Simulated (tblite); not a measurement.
Species: C6H10N (doublet state).
Geometry (GFN2-xTB, Å), atoms numbered from 1 in this order:
```xyz
17
C6H10N angstrom
C      2.3492   -0.4449   -0.4888
C      1.6352    0.7858    0.0336
C      0.4094    0.8959    0.4238
C     -0.9169    0.3465    0.6644
C     -2.0229    1.2544    0.1158
C     -0.9075   -0.9908   -0.0231
N     -0.8090   -2.0470    0.6535
H      2.6381   -0.2868   -1.5272
H      1.7099   -1.3195   -0.4199
H      3.2508   -0.6156    0.0963
H      2.2808    1.6605    0.0718
H     -1.0536    0.1869    1.7390
H     -1.8918    1.4080   -0.9534
H     -2.9966    0.8024    0.2896
H     -1.9903    2.2215    0.6112
H     -0.9357   -0.9325   -1.1195
H     -0.7563   -2.9129    0.1219
```

Computed with GFN2-xTB (tblite): harmonic, unscaled wavenumbers at the GFN2-xTB geometry, gas phase. Against measured fundamentals such values can be off by several per cent, at times by over 20. One conformer, not necessarily the lowest. Open shells enter through the occupations alone, without spin polarisation, and single modes of such species can be off by tens of per cent.

Harmonic wavenumbers (cm⁻¹): 37.9, 93.3, 116.3, 146.9, 194.2, 221.8, 250.8, 306.0, 419.8, 500.0, 533.3, 737.6, 744.6, 828.0, 901.0, 982.3, 983.2, 1003.8, 1032.8, 1043.0, 1086.0, 1092.4, 1190.6, 1227.8, 1249.6, 1276.0, 1348.6, 1369.9, 1399.4, 1473.2, 1479.0, 1491.9, 1494.0, 1687.1, 1838.5, 2833.7, 2937.3, 2952.2, 3003.9, 3020.0, 3033.5, 3038.2, 3043.4, 3064.4, 3330.5.

A = 3405, B = 2061, C = 1401 MHz; mass 96.081 u (most abundant isotopes); point group C1, symmetry number 1; spin multiplicity 2.

Problem. What is the zero-point energy?

Solution. ½Σν̃ = 31019 cm⁻¹ = 371.07 kJ/mol.

Problem. What is S at 273.15 K and 1 bar for an ideal gas of classical rigid rotors and harmonic oscillators?

Solution. Translation 163.97, rotation 115.57, vibration 99.48, spin (R ln 2) 5.76: S = 384.8 J/(mol K).

Problem. And Cp and H(273.15 K) − H(0)?

Solution. Cp = 130.25 J/(mol K), of which vibrations give 97.00 (their classical limit is 45 R = 374.2); H(273.15 K) − H(0) = 23.17 kJ/mol without the zero-point energy, 14.09 from vibrations.

Problem. Which modes carry the vibrational entropy at 273.15 K?

Solution. 37.9 cm⁻¹: 21.73; 93.3 cm⁻¹: 14.30; 116.3 cm⁻¹: 12.52; 146.9 cm⁻¹: 10.65; 194.2 cm⁻¹: 8.48; 221.8 cm⁻¹: 7.48 J/(mol K); the other 39 give 24.32 together.

Problem. What must be added to the electronic energy to get the Gibbs energy at 273.15 K and 1 bar?

Solution. ZPE + [H(273.15 K) − H(0)] − T·S = 371.07 + 23.17 − 105.10 = 289.14 kJ/mol.

Problem. Blend soft modes into free rotors: weight 1/[1 + (100 cm⁻¹/ν̃)⁴] for the oscillator and the rest for a rotor with moment μB/(μ + B), μ = h/(8π²ν), B = 10⁻⁴⁴ kg m². What vibrational entropy results?

Solution. 91.55 J/(mol K) in place of 99.48, which changes −T·S at 273.15 K by +2.17 kJ/mol.

Hindered rotation and anharmonicity are outside this model. Other conformers, if any are populated, would add a mixing term that is left out. The structure is chiral; the term R ln 2 for an equal mix with its mirror image is left out.
